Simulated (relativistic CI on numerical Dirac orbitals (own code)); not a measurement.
# Cu⁺: calculation against measurement

Method of calculation: Dirac-Coulomb-Breit CI, KLI orbitals optimised for each configuration, model QED, valence Slater integrals scaled by 0.85, P86 correlation energy added to each configuration (own radial code, finite nucleus).

Configurations in the expansion (outside the closed core [Ar]): 3d¹⁰, 3d⁹4s, 3d⁹4p, 3d⁸4s², 3d⁹5s, 3d⁸4s4p, 3d⁹4d, 3d⁹5p, 3d⁹4f, 3d⁹5d, 3d⁹5f, 3d⁹5g, 3d⁸4s5s, 3d⁸4p². Levels of other configurations are missing.

```csv
Configuration,Term (tabulated),J,Measured (cm⁻¹),Computed,Error,Purity (%)
3d¹⁰,1S,0,0.0,0,0,99
3d⁹4s,3D,3,21928.8,11660,-10269,100
3d⁹4s,3D,2,22847.1,12590,-10257,92
3d⁹4s,3D,1,23998.4,13664,-10334,100
3d⁹4s,1D,2,26264.6,16311,-9954,92
3d⁹4p,3P°,2,66418.7,53718,-12700,98
3d⁹4p,3P°,1,67916.6,55113,-12804,97
3d⁹4p,3F° †,3,68447.7,55908,-12539,69
3d⁹4p,3F° †,4,68730.9,55962,-12769,99
3d⁹4p,3P°,0,68850.3,55979,-12872,99
3d⁹4p,3F°,2,69868.0,57172,-12696,90
3d⁹4p,3D°,3,71920.1,58998,-12922,56
3d⁹4p,3D°,1,73102.0,60086,-13016,95
3d⁹4p,1P°,1,73595.8,61516,-12080,96
```

Measured levels from NIST Handbook of Basic Atomic Spectroscopic Data (Sansonetti and Martin, J. Phys. Chem. Ref. Data 34, 1559 (2005)); pairs were made by configuration, J and term (by order where the table uses no LS term), so strongly mixed levels may be paired wrongly.

Mean error by configuration (cm⁻¹): 3d⁹4s -10203; 3d⁹4p -12727. Over the excited levels the mean absolute error is 11809 cm⁻¹ (13 of the 15 excited levels that our extract of the source holds in range could be paired, and the others can miss by more), and the median relative error of those above 1,000 cm⁻¹ is 19 %. † marks terms whose computed intervals miss the measured ones by more than a factor of 2.5, or configurations far off the rest, from wrong mixing, a near crossing or a doubtful label or measurement; they are left out of the means.

Transition probabilities of persistent lines. The last column rescales the computed rate by the cube of measured over computed energy:

```tsv
λ measured (Å)	Lower	Upper	A tabulated (s⁻¹)	A computed	A rescaled
1358.77 vacuum	3d¹⁰ ¹S0	3d⁹4p ¹P°1	3.17e+08	2.77e+08	4.74e+08
1999.70 air	3d⁹4s ³D3	3d⁹4p ³D°3	2.21e+08	1.30e+08	1.54e+08
2037.13 air	3d⁹4s ³D2	3d⁹4p ³D°3	1.41e+08	1.11e+08	1.31e+08
2135.98 air	3d⁹4s ³D3	3d⁹4p ³F°4	3.33e+08	3.94e+08	4.64e+08
2192.27 air	3d⁹4s ³D2	3d⁹4p ³F°3	2.54e+08	2.71e+08	3.16e+08
2247.00 air	3d⁹4s ³D3	3d⁹4p ³P°2	3.27e+08	3.18e+08	3.77e+08
```
